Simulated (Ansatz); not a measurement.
A run on C9H19NOSiZr, SMILES `C[O][Zr]1234([CH3])([N](C)C)[C@@H]5[C@H]1[C@H]2[C@@]3([SiH3])[C@@H]54` with other settings.

```yaml
crystal:
  periodic: [false, false, false]
  atoms:
    - {symbol: C, position_ang: [-1.439637, -0.973626, 3.055850]}
    - {symbol: O, position_ang: [-1.303273, -0.532208, 1.747940]}
    - {symbol: Zr, position_ang: [-0.588915, -0.394388, -0.030456]}
    - {symbol: C, position_ang: [-2.218813, -1.165509, -1.387442]}
    - {symbol: N, position_ang: [-0.565547, 1.604998, -0.456712]}
    - {symbol: C, position_ang: [-0.705101, 2.682632, 0.489787]}
    - {symbol: C, position_ang: [-0.333346, 2.084384, -1.795832]}
    - {symbol: C, position_ang: [0.745121, -2.622046, 0.080492]}
    - {symbol: C, position_ang: [0.703579, -2.249353, -1.279616]}
    - {symbol: C, position_ang: [1.422228, -1.047341, -1.419412]}
    - {symbol: C, position_ang: [1.899441, -0.643508, -0.143275]}
    - {symbol: Si, position_ang: [2.867760, 0.890229, 0.239102]}
    - {symbol: C, position_ang: [1.470227, -1.640994, 0.776712]}
    - {symbol: H, position_ang: [-2.422078, -1.434552, 3.204641]}
    - {symbol: H, position_ang: [-1.346180, -0.136000, 3.756402]}
    - {symbol: H, position_ang: [-0.672053, -1.716217, 3.307346]}
    - {symbol: H, position_ang: [-2.445935, -2.228588, -1.255297]}
    - {symbol: H, position_ang: [-3.130136, -0.599694, -1.155119]}
    - {symbol: H, position_ang: [-2.000667, -1.008579, -2.450387]}
    - {symbol: H, position_ang: [-1.543827, 3.342532, 0.223496]}
    - {symbol: H, position_ang: [0.199779, 3.307866, 0.534289]}
    - {symbol: H, position_ang: [-0.893326, 2.293558, 1.492990]}
    - {symbol: H, position_ang: [-0.234839, 1.253151, -2.501412]}
    - {symbol: H, position_ang: [0.580686, 2.693171, -1.866719]}
    - {symbol: H, position_ang: [-1.171353, 2.702973, -2.148487]}
    - {symbol: H, position_ang: [0.268732, -3.489485, 0.515428]}
    - {symbol: H, position_ang: [0.208669, -2.790613, -2.071665]}
    - {symbol: H, position_ang: [1.570417, -0.503838, -2.342685]}
    - {symbol: H, position_ang: [4.309543, 0.579076, 0.441949]}
    - {symbol: H, position_ang: [2.363686, 1.525807, 1.486193]}
    - {symbol: H, position_ang: [2.750125, 1.847338, -0.890441]}
    - {symbol: H, position_ang: [1.655051, -1.631177, 1.842348]}
basis:
  gaussian: {orbitals: def2-mTZVPP, fitting: {mean_field: cc-pVTZ-jkfit}}
magnetization: {spin_polarized: true, initial_magnetization: 2}
hamiltonian: {xc: {name: HF}}
correlation: {method: rpa}
```

```sh
$ ansatz run in.yaml --threads 10 --pin off --events-out ev --progress --plain --max-ram 110592MiB --backend cuda --devices 0, --max-vram 75GiB
```

Shortened log:

```
Functional definition: HF
Error: <dir> the basis set cc-pVTZ-JKFIT has no functions for Zr
```

Run time 0.95 s (10 threads of an AMD EPYC 7R13 on a shared host and a whole NVIDIA H100 80 GB); peak host memory 2 GiB.
